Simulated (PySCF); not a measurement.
# Structure revision by computed shifts

A compound C5H7F3O gives the data below (simulated from a calculation) and was assigned the structure `C=CCCOC(F)(F)F`.

13C{1H} NMR (computed): δ 146.5 (CH), 129.7 (C), 112.6 (CH), 82.2 (CH2), 16.9 (CH3).

1H NMR (500 MHz, computed): δ 6.27 (m, 1H), 5.49 (m, 1H), 4.95 (m, 2H), 1.77 (d, 3H).

PySCF calculation with shielding tensors at PBE0/pcSseg-1 (GIAO) and GFN2-xTB structure; gas phase, averaged over atoms made equivalent by symmetry, fast rotation or ring inversion, single conformer, relativity neglected.

References, each an isolated molecule treated in the same way: TMS for 1H, 13C.

Task: Compare with the shifts computed for the proposed structure, pairing carbons in order of shift.

Result: Structure with atom numbers: `[CH2:1]=[CH:2][CH2:3][CH2:4][O:5][C:6]([F:7])([F:8])[F:9]`. Each H is labelled by its parent atom.

```
atom  computed for proposal  given list  difference
  C2                  144.5       146.5        -2.0
  C6                  130.8       129.7        +1.1
  C1                  123.4       112.6       +10.8
  C4                   72.8        82.2        -9.4
  C3                   39.2        16.9       +22.3
```

The rms difference is 11.9 ppm and the largest +22.3 ppm at C3 (allylic sp3 CH2). The carbon types in order of shift don't match either: CH, C, CH2, CH2, CH2 for the proposal against CH, C, CH, CH2, CH3 in the data. The proposal doesn't fit.

Task: Which isomer fits?

Result: `C/C=C/OC(F)(F)CF`.

Carbon types of the structure: 1 × C, 2 × CH, 1 × CH2, 1 × CH3, which accounts for all hydrogens. δC 146.5: alkene carbon bearing oxygen; an sp2 carbon further deshielded by the attached heteroatom. δC 129.7: fully substituted sp3 carbon bonded to 2 F and O; 3 electronegative neighbours deshield it. δC 112.6: β carbon of an enol-ether or enamine type C=C; the O or N lone pair pushes π density onto this β carbon and shields it. δC 82.2: sp3 CH2 bonded to F; pulled downfield by the heteroatom.

The shifts were computed for this structure.

Splittings by 19F in the carbon and heteronuclear signals aren't shown, as no couplings were computed. Shifts are as computed. Against solution values, carbons near 30 ppm lie about +3 ppm off and those near 130 ppm about +5 ppm. Of 1309 compounds with measured shifts, 239 miss one by over three times the rms of a fit or turn the order of signals round; such compounds aren't used in these exercises. Multiplicities follow the n + 1 count of equivalent neighbours, as no J values were calculated; m marks all less simple cases, F and P coupling included.
